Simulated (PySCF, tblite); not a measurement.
C4H10F3NSi2.
SMILES with atom numbers: `[F:1][C:2]([F:3])([F:4])[CH2:5][N:6]1[SiH2:7][CH2:8][CH2:9][SiH2:10]1` (hydrogens: H11, H12 on C5; H13, H14 on Si7; H15, H16 on C8; H17, H18 on C9; H19, H20 on Si10)

Jobs on this species (20 atoms, 96 electrons) with PySCF (density fitting) and tblite. Hardware of each: one thread, Arm Neoverse V1 (aarch64) (shared host). Times come from a shared host and carry two figures at best.

| level and settings | work | basis functions | SCF cycles | wall time |
| --- | --- | --- | --- | --- |
| GFN2-xTB | L-BFGS relaxation | – | – | ? |
| GFN2-xTB | Hessian by finite differences | – | – | 1.1 s |
| PBE0/pcSseg-1 | shieldings, ring-centre shieldings, charges and field gradients | 234 | 14 | 50 s |

Problem. Fill in the missing figures.

Solution. 
- GFN2-xTB; L-BFGS relaxation: 1.9 s

Problem. What do all jobs in the table cost together?

Solution. About 53 s; the longest takes about 94 % of that, and about 45 times as long as the shortest.
